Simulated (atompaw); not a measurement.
## neon: PAW (atompaw) pseudisation with LDA (PW92), scalar-relativistic reference atom.

atompaw 4.2.0.5 input, output lines left out:

```
Ne 10
LDA-PW scalarrelativistic loggrid 1500 logderivrange -5 5 251
2 2 0 0 0 0
2 1 5.75
0 0 0
c
v
v
2
1.30 1.00 1.00 1.20
y
-2.3
n
y
0.45
n
y
-0.05
y
1.15
n
custom rrkj vanderbiltortho gaussian
3 -0.5 ultrasoft
0.70
0.70
1.30
1.30
1.05
1.05
```

All-electron outer shells of the reference configuration (LDA (PW92), scalar-relativistic, ld1.x):

| shell | level (eV) | outermost node (bohr) | outermost maximum (bohr) |
| --- | --- | --- | --- |
| 1s | -830.89 | – | 0.10 |
| 2s | -40.57 | 0.22 | 0.69 |
| 2p | -17.89 | – | 0.61 |

Results:

| Quantity | Value |
| --- | --- |
| Cutoffs needed | 45 Ry and 110 Ry (the cutoffs (Ry, on a coarse ladder) from which the occupation-weighted sum of valence levels, in a spherical-Bessel basis at the reference potential, stays within 10 and 1 mRy of its value at 400 Ry) |
| Ghost test | no extra level below or beside the all-electron valence levels (s, p, d, f tested) (spherical-Bessel basis up to 400 Ry, 20 bohr box) |
| Lowest eigenvalue of the overlap operator | 0.62 (s channel) |
| Overlap eigenvalues printed by atompaw (projector basis) | 0.0145, 0.232, 7.45, 40.3, 8.94e+03, 8.64e+04 |
| Share of each valence orbital outside the PAW sphere | 2s 15 %, 2p 21 % |

Generation and tests took about 1.3 s on one core of a shared server CPU.
